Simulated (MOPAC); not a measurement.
MOPAC input (AM1):

```
AM1 FORCE THERMO(298,298) PRECISE LET GEO-OK AUX(PRECISION=9) THREADS=1
C3H8O2Si

C    -0.80591614 1    1.79299003 1   -0.08420362 1
Si   -0.59347556 1    0.14576188 1    0.61129606 1
C    -1.59017438 1   -1.14983697 1   -0.14386076 1
O     1.16248989 1   -0.32559835 1    0.77604005 1
C     1.78818541 1   -0.46868578 1   -0.38673499 1
O     1.06473718 1   -0.25576312 1   -1.37527005 1
H    -0.19873257 1    2.55395523 1    0.46013086 1
H    -0.49396577 1    1.83064934 1   -1.15577786 1
H    -1.86898021 1    2.12843106 1   -0.03787205 1
H    -0.88738508 1    0.19509423 1    2.04109031 1
H    -1.32720984 1   -1.29742854 1   -1.21907488 1
H    -1.44789012 1   -2.13190532 1    0.36541964 1
H    -2.67961197 1   -0.91323203 1   -0.09994450 1
H     2.85164015 1   -0.75299702 1   -0.34406614 1
```

Output:

```
 *******************************************************************************
 **                                                                           **
 **                              MOPAC v23.2.5                                **
 **                                                                           **
 *******************************************************************************
 ** MOPAC's Digital Object Identifier: https://doi.org/10.5281/zenodo.6511958 **
 **                                                                           **
 ** Please cite the open-source release paper for use of this MOPAC version:  **
 ** J. E. Moussa and J. J. P. Stewart (2026)                                  **
 ** MOPAC: An open-source semiempirical molecular orbital program             **
 ** J. Open Source Softw., 11(119), 8025, https://doi.org/10.21105/joss.08025 **
 *******************************************************************************

                              AM1 CALCULATION RESULTS

 *******************************************************************************
 *  AM1        - The AM1 Hamiltonian to be used
 *  GEO-OK     - OVERRIDE INTERATOMIC DISTANCE AND OTHER SAFETY CHECKS
 *  LET        - OVERRIDE SOME SAFETY CHECKS
 *  PRECISE    - TIGHTER CRITERIA TO BE USED
 *  FORCE      - FORCE CALCULATION SPECIFIED
 *  AUX        - OUTPUT AUXILIARY INFORMATION
 *  THERMO     - THERMODYNAMIC QUANTITIES TO BE CALCULATED
 *******************************************************************************
AM1 FORCE THERMO(298,298) PRECISE LET GEO-OK AUX(PRECISION=9) THREADS=1
 C3H8O2Si

   ATOM   CHEMICAL          X               Y               Z
  NUMBER   SYMBOL      (ANGSTROMS)     (ANGSTROMS)     (ANGSTROMS)

     1       C         -0.80591614  *   1.79299003  *  -0.08420362  *
     2      Si         -0.59347556  *   0.14576188  *   0.61129606  *
     3       C         -1.59017438  *  -1.14983697  *  -0.14386076  *
     4       O          1.16248989  *  -0.32559835  *   0.77604005  *
     5       C          1.78818541  *  -0.46868578  *  -0.38673499  *
     6       O          1.06473718  *  -0.25576312  *  -1.37527005  *
     7       H         -0.19873257  *   2.55395523  *   0.46013086  *
     8       H         -0.49396577  *   1.83064934  *  -1.15577786  *
     9       H         -1.86898021  *   2.12843106  *  -0.03787205  *
    10       H         -0.88738508  *   0.19509423  *   2.04109031  *
    11       H         -1.32720984  *  -1.29742854  *  -1.21907488  *
    12       H         -1.44789012  *  -2.13190532  *   0.36541964  *
    13       H         -2.67961197  *  -0.91323203  *  -0.09994450  *
    14       H          2.85164015  *  -0.75299702  *  -0.34406614  *

          CARTESIAN COORDINATES

    NO.       ATOM           X           Y           Z

     1         C         -0.8059      1.7930     -0.0842
     2        Si         -0.5935      0.1458      0.6113
     3         C         -1.5902     -1.1498     -0.1439
     4         O          1.1625     -0.3256      0.7760
     5         C          1.7882     -0.4687     -0.3867
     6         O          1.0647     -0.2558     -1.3753
     7         H         -0.1987      2.5540      0.4601
     8         H         -0.4940      1.8306     -1.1558
     9         H         -1.8690      2.1284     -0.0379
    10         H         -0.8874      0.1951      2.0411
    11         H         -1.3272     -1.2974     -1.2191
[...]
 TRAVEL (Ang.)       0.2967         C  3 -- H 13         +22.2% ( 48.5%)     96.6%
 REDUCED MASS        0.2501         C  1 -- H  9         +22.2% ( 48.5%)     96.6%
 EFFECTIVE MASS      1.4700
 FORCE CONSTANT      1.3825

 VIBRATION         33   19A'          ATOM PAIR      ENERGY CONTRIBUTION    RADIAL
 FREQUENCY          3063.11         C  1 -- H  7         +25.7% ( 52.2%)     97.8%
 TRANSITION DIPOLE   0.3546         C  3 -- H 12         +25.7% ( 52.2%)     97.8%
 TRAVEL (Ang.)       0.2961         C  1 -- H  9         +23.3% ( 49.7%)     97.0%
 REDUCED MASS        0.2511         C  3 -- H 13         +23.3% ( 49.7%)     97.0%
 EFFECTIVE MASS      1.4732
 FORCE CONSTANT      1.3883

 VIBRATION         34   15A"          ATOM PAIR      ENERGY CONTRIBUTION    RADIAL
 FREQUENCY          3165.01         C  3 -- H 12         +18.0% ( 40.8%)     97.2%
 TRANSITION DIPOLE   0.2488         C  1 -- H  7         +18.0% ( 40.8%)     97.2%
 TRAVEL (Ang.)       0.3602         C  3 -- H 13         +16.7% ( 39.3%)     96.8%
 REDUCED MASS        0.1642         C  1 -- H  9         +16.7% ( 39.3%)     96.8%
 EFFECTIVE MASS      1.1277         C  3 -- H 11         +15.2% ( 37.4%)     96.2%
 FORCE CONSTANT      0.9691         C  1 -- H  8         +15.2% ( 37.4%)     96.2%

 VIBRATION         35   20A'          ATOM PAIR      ENERGY CONTRIBUTION    RADIAL
 FREQUENCY          3165.54         C  1 -- H  7         +18.0% ( 40.7%)     97.2%
 TRANSITION DIPOLE   0.1793         C  3 -- H 12         +17.9% ( 40.7%)     97.2%
 TRAVEL (Ang.)       0.3602         C  1 -- H  9         +16.8% ( 39.3%)     96.7%
 REDUCED MASS        0.1641         C  3 -- H 13         +16.8% ( 39.3%)     96.7%
 EFFECTIVE MASS      1.1286         C  1 -- H  8         +15.2% ( 37.5%)     96.2%
 FORCE CONSTANT      0.9691         C  3 -- H 11         +15.2% ( 37.5%)     96.2%

 VIBRATION         36   21A'          ATOM PAIR      ENERGY CONTRIBUTION    RADIAL
 FREQUENCY          3196.90         C  5 -- H 14         +95.2% ( 99.9%)    100.0%
 TRANSITION DIPOLE   0.5330         C  5 -- O  6          +1.7% ( 13.4%)     55.4%
 TRAVEL (Ang.)       0.1507         Si 2 -- C  5          +1.6% ( 12.8%)     77.4%
 REDUCED MASS        0.9287         O  4 -- C  5          +1.5% ( 12.7%)     13.8%
 EFFECTIVE MASS      1.4922
 FORCE CONSTANT      5.5922

      SYMMETRY NUMBER FOR POINT-GROUP Cs  =  1

          SYSTEM IS A GROUND STATE

 C3H8O2Si

          MOLECULE IS NOT LINEAR

          THERE ARE 36 GENUINE VIBRATIONS IN THIS SYSTEM
          THIS THERMODYNAMICS CALCULATION IS LIMITED TO
          MOLECULES WHICH HAVE NO INTERNAL ROTATIONS

                    CALCULATED THERMODYNAMIC PROPERTIES
                                          *
   TEMP. (K)   PARTITION FUNCTION   H.O.F.    ENTHALPY  HEAT CAPACITY ENTROPY
                                   KCAL/MOL   CAL/MOLE    CAL/K/MOL  CAL/K/MOL

 298.00  VIB.     0.3335D+03                  3782.3184    23.5517    24.2371
         ROT.     0.1982D+06                   888.2803     2.9808    27.2190
         INT.     0.6610D+08                  4670.5987    26.5325    51.4562
         TRA.     0.1028D+28                  1480.4672     4.9680    39.8378
         TOT.                     -136.579    6151.0659    31.5005    91.2940

   *: NOTE: HEATS OF FORMATION ARE RELATIVE TO THE
            ELEMENTS IN THEIR STANDARD STATE AT 298K
              (=  Standard Enthalpy of Formation).

            Hvib:  Zero-point energy is not included.
                   frequencies of less than zero cm-1 are not included.
            Hrot = (3/2)RT
            Htra = (3/2)RT + pV = (5/2)RT

            Heat capacity is Cp, not Cv

          For more information, see: HTTP://OpenMOPAC.net/Manual/thermochemistry.html

           FORCE CONSTANT IN CARTESIAN COORDINATES (Millidynes/A)

    ATOM   CHEMICAL       X               Y               Z
   NUMBER   SYMBOL  FORCE CONSTANT  FORCE CONSTANT  FORCE CONSTANT

      1       C        5.299079        7.363248        7.378033
      2      Si        4.543934        4.737513        5.322570
      3       C        6.994324        5.668000        7.378035
      4       O        1.872491        3.871801       11.101269
      5       C        6.934124       13.865156       12.574545
      6       O        5.105447       12.305724        1.709720
      7       H        1.264780        4.696545        0.650073
      8       H        1.267711        1.491713        3.844444
      9       H        1.259567        1.824934        3.501454
     10       H        0.553746        0.957282        1.938826
     11       H        0.881533        1.877915        3.844419
     12       H        5.313829        0.647483        0.650086
     13       H        1.039719        2.044770        3.501466
     14       H        1.140429        2.284189        3.490364

 **********************
 *                    *
 * JOB ENDED NORMALLY *
 *                    *
 **********************

 == MOPAC DONE ==
```
